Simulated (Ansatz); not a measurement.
Pulling on the C2–B1 bond in CH5B (SMILES BC) (multiplicity 1 held, fragments rigid). Energies count from the point at 1.551 Å.
Geometry at that point (charge 0, multiplicity 1):
```xyz
7

B      0.8668     0.0793     0.0114
C     -0.6766    -0.0672    -0.0412
H      1.5656    -0.8646     0.2285
H      1.3857     1.1491    -0.1020
H     -0.9945     0.0764     1.0066
H     -1.0372    -1.0565    -0.3271
H     -1.1944     0.7024    -0.6158
```

Restricted levels (R-, RO-) in cc, def2 and unpolarised 6-31G sets keep to the state of the molecule at rest. Active spaces are followed from a long bond inwards. Levels need not reach the same state.

Frozen-core correlation.

Programs: Ansatz (Gaussian orbitals). Values without a source in brackets are computed.

Energies in kcal/mol.

| R (Å) | R-SCS-MP2/cc-pVDZ | R-CCSD(T)/cc-pVDZ | FIC-NEVPT4(SD) on CASSCF(2,2)/cc-pVDZ | FIC-MRCISD+Q on CASSCF(2,2)/cc-pVDZ |
|---|---|---|---|---|
| 1.241 | 58.1 | 58.2 | 58.0 | 58.3 |
| 1.396 | 12.3 | 12.3 | 12.4 | 12.4 |
| 1.551 | 0.0 | 0.0 | 0.0 | 0.0 |
| 1.706 | 4.0 | 3.9 | 3.8 | 3.8 |
| 1.861 | 15.4 | 15.1 | 14.9 | 15.0 |
| 2.094 | 37.4 | 36.4 | 36.0 | 36.3 |
| 2.327 | 59.4 | 57.3 | 56.7 | 56.9 |
| 2.715 | 90.5 | 84.9 | 83.7 | 84.0 |
| 3.102 | 112.8 | 101.7 | 100.3 | 100.5 |
| 3.568 | 128.8 | 109.9 | 109.4 | 109.5 |
| 4.188 | 134.4 | 109.8 | 112.9 | 113.1 |
| 4.964 | 121.9 | 106.0 | 113.7 | 113.8 |

Doubts at one or more of the structures used: a restricted determinant that unrestricted orbitals would lower (R-SCS-MP2/cc-pVDZ, R-CCSD(T)/cc-pVDZ); other coupled-cluster roots lie near (R-CCSD(T)/cc-pVDZ).

Ansatz is a quantum-chemistry and plane-wave program.
